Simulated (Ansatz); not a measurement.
Consider the substitution at a C–C bond: `CCCC(C)C` + `[OH][Sn][SH]` → `CC(C)[O][Sn][SH]` + propane.

Computed with Ansatz on PBE0-D4/def2-TZVP structures; ΔE is electronic, products minus reactants. CCSD(T)/CBS is the MP2 limit (def2-TZVPP, def2-QZVPP) plus CCSD(T) − MP2 in def2-TZVPP, frozen cores. DFT in def2-TZVPP. B3LYP here is the variant with VWN-RPA as its local correlation; programs differ in this. def2 core potentials past Kr. For Sn outer-core shells are correlated without core-valence functions, which leaves a few kJ/mol of doubt a bond. Each species was taken in one conformer, which may not be the lowest.

```tsv
level	ΔE (kJ/mol)	difference from CCSD(T)/CBS
PBE-D4	20.5	-6.4
r2SCAN-D4	21.9	-5.0
PBE0-D4	24.2	-2.7
B3LYP-D4	15.4	-11.5
ωB97X-V	24.8	-2.1
B2PLYP	22.0	-4.9
PBE	22.4	-4.5
r2SCAN	22.1	-4.8
PBE0	26.2	-0.7
B3LYP	19.2	-7.7
HF/def2-TZVPP	19.9	-7.0
CCSD/def2-TZVPP	27.6	0.7
CCSD(T)/def2-TZVPP	26.1	-0.8
HF/def2-QZVPP	19.9	-7.0
MP2/def2-QZVPP	30.9	4.0
CCSD/CBS(def2)	28.4	1.5
CCSD(T)/CBS	26.9	0
```

Largest T1 diagnostic among the species: 0.017.

In def2-TZVPP, CCSD(T) changes the Hartree–Fock value by +6.2 kJ/mol (the triples alone add −1.5 kJ/mol) and MP2 by +10.5 kJ/mol. From PBE to PBE0 (25 % exact exchange), in def2-TZVPP and without D4, ΔE moves by +3.9 kJ/mol. The D4 term adds −3.8 kJ/mol with B3LYP and −2.0 kJ/mol with PBE0; it sums over pairs of atoms, weighted by their polarisabilities, and B3LYP, whose exchange is more repulsive, gets the larger term.
